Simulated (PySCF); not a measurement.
## Al⁺: ionisation energy

Al⁺ [Ne] 3s2 (1S) → Al²⁺ [Ne] 3s1 (2S), as a difference of total energies. Calculation: PySCF 2.14, in 6-31G*; the non-relativistic Hamiltonian (point nucleus). Correlated levels: valence: [Ne] frozen. The calculations carry no spin-orbit coupling.

```json
{"method": "UHF", "ionisation energy (eV)": "17.552", "error (eV)": "-1.277"}
{"method": "B3LYP", "ionisation energy (eV)": "18.953", "error (eV)": "+0.124"}
{"method": "PBE", "ionisation energy (eV)": "18.810", "error (eV)": "-0.019"}
{"method": "MP2 (valence)", "ionisation energy (eV)": "18.253", "error (eV)": "-0.576"}
{"method": "SCS-MP2 (valence)", "ionisation energy (eV)": "18.393", "error (eV)": "-0.436"}
{"method": "CCSD (valence)", "ionisation energy (eV)": "18.611", "error (eV)": "-0.218"}
```

Reference: 18.829 eV (measured; NIST Atomic Spectra Database, ionization energies).

Errors of the correlated levels include the incompleteness of this basis and the frozen core.

With two correlated electrons CCSD is exact in that space.
